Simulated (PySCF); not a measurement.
# Working out the excitation energy of O⁺

O⁺ [He] 2s2 2p3 (4S) → O⁺ [He] 2s2 2p2 3s1 (4P). All numbers are calculated (PySCF 2.14, the non-relativistic Hamiltonian (point nucleus), in aug-cc-pwCVDZ (5s4p2d, 27 functions)). Frozen: 1s2. Energies in hartree (1 hartree = 27.21139 eV):

```csv
part,O⁺ (lower),O⁺ (upper)
UHF,-74.353906,-73.517508
CCSD correlation,-0.093418,-0.093380
(T),-0.000839,-0.001358
```

Task: What does Hartree-Fock give?

Result: (-73.517508) − (-74.353906) = 0.836398 hartree = 22.760 eV.

Task: What do CCSD and CCSD(T) give?

Result: The CCSD correlation energies differ by 0.000038 hartree = 0.001 eV and the triples by -0.000519 hartree = -0.014 eV, so CCSD gives 22.761 eV and CCSD(T) 22.747 eV.

Measured between the centres of the two terms (NIST): 22.987 eV, so CCSD(T) (valence) is off by -0.240 eV.

A double-zeta basis recovers only part of the correlation energy.

What remains against the reference includes basis incompleteness, the frozen core and higher excitations.
